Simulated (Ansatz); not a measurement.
Reaction (redistribution): `[CH3][GeH]([OH])[BH]O` + `FC(S)[TeH]` → `[CH3][GeH]([OH])[TeH]` + `OBC(F)S`

Program: Ansatz. Geometries: PBE0-D4/def2-TZVP. ΔE: electronic, gas phase. CCSD(T)/CBS is the MP2 limit (def2-TZVPP, def2-QZVPP) plus CCSD(T) − MP2 in def2-TZVPP, frozen cores. Functionals use def2-TZVPP. Elements past krypton have def2 core potentials. For Ge, Te outer-core shells are correlated without core-valence functions, which leaves a few kJ/mol of doubt a bond. Scalar relativity is left out up to krypton. One conformer a species, not always the lowest.

`[CH3][GeH]([OH])[BH]O`:

```xyz
12

C    -1.323    0.781    0.728
Ge   -0.282   -0.123   -0.653
O     0.161    1.218   -1.766
B     1.461   -1.039    0.047
O     1.722   -1.216    1.359
H    -0.703    1.505    1.261
H    -1.733    0.066    1.445
H    -2.153    1.315    0.265
H    -1.194   -1.112   -1.426
H     0.690    0.922   -2.509
H     2.316   -1.429   -0.702
H     1.038   -0.889    1.951
```

`FC(S)[TeH]`:

```xyz
7

F     1.505   -0.107   -0.971
C     0.313    0.090   -0.318
S    -0.592   -1.423   -0.071
Te    0.823    0.944    1.614
H    -0.265    0.815   -0.890
H    -1.018   -1.558   -1.344
H    -0.767    1.238    1.979
```

`[CH3][GeH]([OH])[TeH]`:

Z-matrix (Å, degrees):
```
C
Ge 1 1.937
H 1 1.090 2 109.5
H 1 1.090 2 110.3 3 -120.3
H 1 1.091 2 109.1 3 119.3
O 2 1.783 1 104.2 3 -62.8
Te 2 2.564 1 113.6 3 57.3
H 2 1.544 1 114.0 3 177.1
H 6 0.960 2 112.3 1 166.3
H 7 1.658 2 91.0 1 -50.2
```

`OBC(F)S`:

Z-matrix (Å, degrees):
```
C
B 1 1.589
S 1 1.790 2 109.8
F 1 1.403 2 109.4 3 122.9
H 1 1.094 2 110.7 3 -120.0
O 2 1.340 1 118.9 3 -118.1
H 2 1.194 1 121.7 3 62.7
H 3 1.344 1 97.3 2 -163.5
H 6 0.966 2 111.5 1 0.4
```

CCSD(T)/CBS gives -155.7 kJ/mol.

(1) Another level gave -163.7 kJ/mol. Which?
A. ωB97X-V/def2-TZVPP
B. PBE-D4/def2-TZVPP
C. r2SCAN-D4/def2-TZVPP
D. HF/def2-TZVPP

Largest T1 diagnostic among the species: 0.013.

Results:

(1) C. r2SCAN-D4 -163.7, HF/def2-TZVPP -176.7, PBE-D4 -153.7, ωB97X-V -159.6 kJ/mol.

From PBE to PBE0 (25 % exact exchange), in def2-TZVPP and without D4, ΔE moves by −8.6 kJ/mol. In def2-TZVPP, CCSD(T) changes the Hartree–Fock value by +20.7 kJ/mol (the triples alone add +2.4 kJ/mol) and MP2 by +15.4 kJ/mol.
